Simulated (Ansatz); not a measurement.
CH4AlNSe (`[AlH2]/[N]=C\[SeH]`), relaxed with RKS PBE0-D4/def2-TZVP in the Gaussian-basis code of Ansatz from a PBE-D4/def2-SVP geometry. The force threshold is 0.005 eV/Å; the program also tests the step.

The species carries charge 0 and has multiplicity 1.

Start:

```xyz
8

Al   -0.733    1.191   -1.525
N    -0.011    0.051   -0.373
C     0.474   -0.720    0.483
Se    0.190   -0.515    2.405
H     0.131    2.472   -1.914
H    -2.174    0.828   -2.098
H     1.116   -1.603    0.255
H     1.006   -1.704    2.767
```

| step | energy (eV) | largest force (eV/Å) | largest move (Å) |
| --- | --- | --- | --- |
| 1 | -74525.8059 | 0.914 | 0.000 |
| 2 | -74525.8382 | 0.246 | 0.033 |
| 3 | -74525.8397 | 0.136 | 0.014 |
| 4 | -74525.8402 | 0.117 | 0.020 |
| 5 | -74525.8406 | 0.057 | 0.008 |
| 6 | -74525.8406 | 0.064 | 0.004 |
| 7 | -74525.8407 | 0.020 | 0.003 |
| 8 | -74525.8407 | 0.002 | 0.001 |

End:

```xyz
8

Al   -0.722    1.174   -1.505
N    -0.008    0.050   -0.366
C     0.472   -0.713    0.476
Se    0.185   -0.513    2.375
H     0.129    2.445   -1.898
H    -2.153    0.821   -2.071
H     1.105   -1.579    0.247
H     0.991   -1.684    2.743
```

Run time 47 s (2 threads of an Arm Neoverse V2 on a shared host); peak host memory 0.42 GiB.
